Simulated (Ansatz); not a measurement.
Computed with Ansatz.

A structure relaxed at PBE0-D4/def2-TZVP, charge 0, multiplicity 1:

```
atom   x (Å)   y (Å)   z (Å)
  C1   0.199  -1.295  -0.474
 Si2   0.112   0.413   0.201
  O3   0.444   1.456  -1.001
  O4  -1.335   0.825   0.844
  F5   1.188   0.546   1.378
  H6   1.177  -1.480  -0.924
  H7  -0.563  -1.442  -1.242
  H8   0.042  -2.035   0.313
  H9   0.222   2.379  -0.866
 H10  -1.486   0.632   1.770
```

Task: Give its formula and SMILES.

Result: CH5FO2Si, `C[Si](O)(O)F`.

Task: Summarise the bond lengths by kind.

Result: 1 × C–Si 1.839 Å; 3 × C–H 1.092 Å; 2 × O–Si 1.625 to 1.636 Å; 1 × F–Si 1.601 Å; 2 × H–O 0.958 Å.
